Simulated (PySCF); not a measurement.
C4H12O4Si, singlet, at a GFN2-xTB geometry, with bond 11-1 at 2.0 times its length. Base run: DF-R2SCAN/6-31G** in PySCF.

PySCF was given this input:
```python
from pyscf import gto, scf, dft

mol = gto.M(
    atom='''
C     0.011328   -2.168322   -1.643392
O    -0.159478   -0.793302   -1.408744
Si    0.000000    0.000000   -0.000000
O    -0.540591    1.506810   -0.276778
C    -1.720049    1.887156   -0.939446
O    -0.805548   -0.883985    1.099538
C    -0.823357   -0.710385    2.493977
O     1.505617    0.170477    0.585984
C     2.532077    0.991551    0.088861
H    -0.595013   -2.752206   -0.950401
H     2.106541   -2.734233   -1.398009
H    -0.303515   -2.366037   -2.668592
H    -1.693490    2.971033   -1.056736
H    -2.597436    1.603212   -0.354499
H    -1.779200    1.409880   -1.917974
H     0.192878   -0.675928    2.887535
H    -1.336130    0.216752    2.758697
H    -1.357888   -1.559236    2.921740
H     2.874632    0.631313   -0.883497
H     2.181335    2.018254   -0.019160
H     3.354894    0.954240    0.803588
''',
    basis='6-31g**',
    charge=0,
    spin=0,
    verbose=4,
)

mf = dft.RKS(mol)
mf.xc = 'r2scan'
mf = mf.density_fit(auxbasis='def2-universal-jkfit')
mf.kernel()
```

Each row names what was changed in the base input (with any setting that the change needs).

```tsv
change	ΔE vs base (mEh)	SCF cycles	outcome
base	0.000	13	converged
init_guess = sap	0.000	14	converged
level_shift = 0.1 (with mf.max_cycle = 100)	0.000	11	converged
level_shift = 0.3 (with mf.max_cycle = 100)	0.000	14	converged
conv_tol = 1e-12	0.000	21	converged
diis = off; damp = 0.3 (with mf.diis_start_cycle = 200; with mf.max_cycle = 150)	-	-	cut at the time limit
```
